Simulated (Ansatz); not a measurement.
`CO[SiH](C)[SeH]` + `[F][In]([F])[SiH3]` → `CO[SiH](F)[SeH]` + `[CH3][In]([F])[SiH3]`  (redistribution)

Gas-phase electronic energies from Ansatz, PBE0-D4/def2-TZVP geometries. CBS: MP2 limit from def2 TZ/QZ plus the TZ coupled-cluster correction, frozen cores. Functionals use def2-TZVPP. def2 core potentials past Kr. For In, Se outer-core shells are correlated without core-valence functions, which leaves a few kJ/mol of doubt a bond. Scalar relativity is left out up to krypton. One conformer a species, not always the lowest.

CCSD(T)/CBS gives -57.0 kJ/mol.

(1) Another level gave -54.7 kJ/mol. Which?
A. ωB97M-V/def2-TZVPP
B. CCSD(T)/def2-TZVPP
C. ωB97X-V/def2-TZVPP
D. PBE-D4/def2-TZVPP

Largest T1 diagnostic among the species: 0.016.

Results:

(1) A. ωB97M-V -54.7, PBE-D4 -46.4, CCSD(T)/def2-TZVPP -62.5, ωB97X-V -50.7 kJ/mol.

From PBE to PBE0 (25 % exact exchange), in def2-TZVPP and without D4, ΔE moves by −5.7 kJ/mol. The D4 term adds +3.0 kJ/mol with B3LYP and +1.8 kJ/mol with PBE0; it sums over pairs of atoms, weighted by their polarisabilities, and B3LYP, whose exchange is more repulsive, gets the larger term.

B3LYP here is the variant with VWN-RPA as its local correlation; programs differ in this.

CCSD(T)/CBS has its own doubt, a few kJ/mol and more with outer-core shells, so smaller differences from it don't rank the levels.
